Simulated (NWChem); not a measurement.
## Correlation energy of hydrogen telluride (H2Te)

SMILES: [TeH2]
```xyz
3

Te     0.0000     0.0000     0.0441
H     -1.1845     0.0000    -1.1474
H      1.1845     0.0000    -1.1474
```
Charge 0, spin multiplicity 1.

All runs are NWChem calculations. Structure: optimised with PBE/def2-SVP with def2 effective core potentials on Te, a minimum by its harmonic frequencies.

Basis set: def2-TZVP. Each correlation energy counts from its own Hartree-Fock reference.

Effective core potentials replace the inner electrons of Te; spin-orbit coupling is left out. The correlated methods keep 4 core orbitals frozen. Coupled-cluster values serve here as a point of comparison, not as the truth.

One of these methods gave a correlation energy of -469.1 mHa. Which?
A) CR-CCSD[T]
B) SCS-MP2
C) CCSD
D) MP2

D, MP2. The others give -422.8 (SCS-MP2), -467.5 (CR-CCSD[T]), -459.5 (CCSD).
